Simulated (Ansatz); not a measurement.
Energy needed to pull apart SnNH₅ (SMILES [NH2][SnH3]), singlet, into free ground-state atoms, from the structure below (displaced at random from a GFN2-xTB minimum); no zero-point or spin–orbit terms; open-shell atoms are treated unrestricted, in their ground-state multiplicity.

```
7
angstrom
N -0.4847 -1.1533 0.1460
Sn 0.1161 0.7320 -0.1494
H -0.1634 -1.7720 -0.4665
H -0.4761 -1.5467 1.0406
H -0.0258 1.1589 -1.6706
H -0.6885 1.6461 0.9321
H 1.6806 1.0302 0.2412
```

Program: Ansatz 0.2.0. Basis: def2-TZVPP. Cores are frozen in the correlated methods. Filled d shells of the heavier atoms are correlated. Core potentials replace the inner electrons of the atoms past krypton. The def2 sets are not built for correlating such inner shells, so the correlated values are less sure here.

```
   method  atomization energy (kcal/mol)
   PBE-D4                          427.7
  BLYP-D4                          427.1
r2SCAN-D4                              ?
  PBE0-D4                          423.2
 BHLYP-D4                          421.5
  wB97M-V                              ?
       HF                          286.5
      MP2                          414.6
     CCSD                          416.8
  CCSD(T)                          422.2
```

Task: What does wB97M-V give? (An estimate is asked for; the value comes from the calculation.)

Result: Computed: 432.4 kcal/mol, which is about 10.2 kcal/mol more than CCSD(T)/def2-TZVPP.

Task: What does r2SCAN-D4 give? (Judge from chemistry; the value comes from the calculation.)

Result: Computed: 425.7 kcal/mol, which is about 3.4 kcal/mol more than CCSD(T)/def2-TZVPP.

In triple zeta the MP2 and coupled-cluster atomization energies are still short of their basis limit by a few kcal/mol a bond, whereas those of the functionals are nearly converged, so these differences are not deviations from converged CCSD(T).

No T1 diagnostic of these runs exceeds 0.012.

For scale, one of the runs: CCSD(T)/def2-TZVPP forces, 151 basis functions (an equivalent command: `ansatz run in.yaml --threads 4`). Hardware: 4 CPU threads, shared host. Wall time 75 s; peak host memory 2.1 GiB.
